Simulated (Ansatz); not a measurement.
Correlation energies of `C=CB(C)C=N` by basis set

```xyz
14

C    -0.165   -0.677   -2.078
C     0.483    0.010   -1.133
B     0.062    0.017    0.357
C    -1.178   -0.747    0.924
C     0.919    0.869    1.371
N     1.481    1.980    1.095
H    -1.054   -1.257   -1.848
H     0.162   -0.696   -3.114
H     1.373    0.557   -1.446
H    -1.808   -0.068    1.511
H    -1.808   -1.253    0.192
H    -0.827   -1.496    1.646
H     0.986    0.566    2.425
H     1.374    2.194    0.099
```

Charge 0, multiplicity 1. The structure was optimised at the PBE0-D4/def2-TZVP level. It is one conformer, not always the lowest. Frozen core, restricted reference, the Gaussian-basis code of Ansatz. CBS rows extrapolate triple and quadruple zeta; past MP2 they add the triple-zeta difference.

```tsv
basis	HF (Eh)	MP2 corr.	CCSD corr.	(T)	CCSD(T) total
def2-SVP	-235.05313	-0.77935	-0.84285	-0.03044	-235.92642
def2-TZVPP	-235.31737	?	?	?	?
def2-QZVPP	-235.32799	?	–	–	–
CBS(def2)	-235.32945	-1.05943	-1.10966	as TZ	-236.48488
```

(1) Fill in the withheld values. (Estimate.)

Answers

(1) Ansatz gave: def2-TZVPP MP2 corr.: -0.95226; def2-TZVPP CCSD corr.: -1.00249; def2-TZVPP (T): -0.04577; def2-TZVPP CCSD(T) total: -236.36563; def2-QZVPP MP2 corr.: -1.01383.
